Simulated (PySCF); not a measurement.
SMILES CSBSC, PBE0/def2-SVP optimised geometry.

```
12

B     -0.03    -0.16     0.00
H     -0.64     0.88     0.00
S      1.76    -0.16     0.00
C      2.16     1.62     0.00
H      1.76     2.11    -0.90
H      3.25     1.70     0.00
H      1.76     2.11     0.90
S     -0.90    -1.72     0.00
C     -2.64    -1.19     0.00
H     -2.88    -0.61     0.90
H     -3.25    -2.11     0.00
H     -2.88    -0.61    -0.90
```

Density from PBE0/def2-TZVP in PySCF at that geometry.

Minimum of the electron density along straight lines between bonded atoms, close to the bond critical point (lines longer than 1.1 times the sum of covalent radii, or with two minima, are not listed):

```csv
bond,length / Å,ρ at the minimum / e bohr⁻³,∇²ρ there / e bohr⁻⁵,position (fraction from the first atom)
B1–H2,1.208,0.179,-0.35,0.44
B1–S3,1.787,0.159,-0.20,0.30
S3–C4,1.818,0.180,-0.30,0.53
C4–H5,1.098,0.276,-0.94,0.65
C4–H6,1.098,0.275,-0.94,0.65
C4–H7,1.098,0.276,-0.94,0.65
B1–S8,1.787,0.159,-0.20,0.30
S8–C9,1.818,0.180,-0.30,0.53
C9–H10,1.098,0.276,-0.94,0.65
C9–H11,1.098,0.275,-0.94,0.65
C9–H12,1.098,0.276,-0.94,0.65
```
